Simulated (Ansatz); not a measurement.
`F[SiH]1[O][GeH2]1` + `[OH][Zr]([OH])([F])[SeH]` → `O[SiH]1[O][GeH2]1` + `[OH][Zr]([F])([F])[SeH]`  (redistribution)

Gas-phase electronic energies from Ansatz, PBE0-D4/def2-TZVP geometries. CCSD(T)/CBS adds triple-zeta CCSD(T) − MP2 to the extrapolated MP2 energy (def2 sets, frozen cores). DFT in def2-TZVPP. B3LYP here is the variant with VWN-RPA as its local correlation; programs differ in this. Elements past krypton have def2 core potentials. For Ge, Se, Zr outer-core shells are correlated without core-valence functions, which leaves a few kJ/mol of doubt a bond. Scalar relativity is left out up to krypton. One conformer a species, not always the lowest.

`F[SiH]1[O][GeH2]1`:

```xyz
7

F     0.659   -1.438    1.760
Si    0.129   -0.100    1.088
O     1.062    0.563   -0.065
Ge   -0.456    0.004   -1.087
H    -0.343    0.754    2.196
H    -1.070    1.237   -1.765
H     0.018   -1.019   -2.128
```

`[OH][Zr]([OH])([F])[SeH]`:

```xyz
8

O     0.828    1.350   -0.711
Zr   -0.270   -0.136   -0.246
O     0.519   -1.826   -0.612
F    -1.921    0.045   -1.187
Se   -0.675   -0.132    2.328
H     1.514    1.976   -0.924
H     1.035   -2.573   -0.902
H    -1.030    1.296    2.255
```

`O[SiH]1[O][GeH2]1`:

```xyz
8

O     0.551   -0.201    1.950
Si   -0.408    0.025    0.652
O    -0.026    1.274   -0.314
Ge    0.317   -0.204   -1.482
H     0.151   -0.566    2.741
H    -1.825   -0.138    1.062
H    -0.562   -0.042   -2.735
H     1.802   -0.149   -1.874
```

`[OH][Zr]([F])([F])[SeH]`:

Cartesian coordinates in Å:
```
O -0.792 1.028 1.328
Zr -0.320 -0.228 -0.006
F -0.291 -2.004 0.670
F -1.532 -0.200 -1.469
Se 2.047 0.469 -0.792
H -1.144 1.598 2.006
H 2.031 -0.662 -1.737
```

```tsv
level	ΔE (kJ/mol)	difference from CCSD(T)/CBS
PBE-D4	-12.8	-9.1
r2SCAN-D4	-11.6	-7.9
PBE0-D4	-9.8	-6.1
B3LYP-D4	-7.8	-4.1
ωB97X-V	-8.3	-4.6
B2PLYP	-6.5	-2.8
B3LYP	-8.2	-4.5
HF/def2-TZVPP	-2.3	1.4
SCS-MP2/def2-TZVPP	-2.8	0.9
CCSD/def2-TZVPP	-3.1	0.6
CCSD(T)/def2-TZVPP	-4.1	-0.4
HF/def2-QZVPP	-2.6	1.1
MP2/def2-QZVPP	-2.5	1.2
HF/CBS(def2)	-2.7	1.0
MP2/CBS(def2)	-2.3	1.4
CCSD/CBS(def2)	-2.7	1.0
CCSD(T)/CBS	-3.7	0
```

Largest T1 diagnostic among the species: 0.016.

From PBE to PBE0 (25 % exact exchange), in def2-TZVPP and without D4, ΔE moves by +3.0 kJ/mol.
